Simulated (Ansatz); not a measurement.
Molecule (SMILES): N#C[O], doublet.
Atoms: O1, C2, N3. Bonds: O1-C2, C2-N3.

Basis-set convergence of the highest harmonic wavenumber at B3LYP with Ansatz (a first-principles code). Each level at its own minimum, finite differences of forces, unscaled; the reference is a large set that could be run, not a limit. Cartesian d functions, on some or all atoms, in 6-31+G*; all else is spherical. The program fits the integrals of some runs and decomposes those of others, by size. Open shells are unrestricted. No added dispersion term, no relativity. Reference: the value in cc-pVQZ, 1985 cm⁻¹, itself unsure by roughly 2 cm⁻¹ (its mean distance from aug-pcseg-2, aug-cc-pVTZ, def2-TZVPPD). Deviations are taken from unrounded values.

```csv
basis,functions,highest harmonic wavenumber (cm⁻¹),minus reference (cm⁻¹)
def2-SVP,42,2027,42
pcseg-1,42,1987,3
6-311G**,54,1998,14
6-31+G*,57,1988,3
def2-SVPD,63,2030,46
aug-pcseg-1,69,1992,8
def2-TZVPPD,114,1986,1
"6-311++G(3df,3pd)",117,1994,9
cc-pVQZ,165,1985,0
```
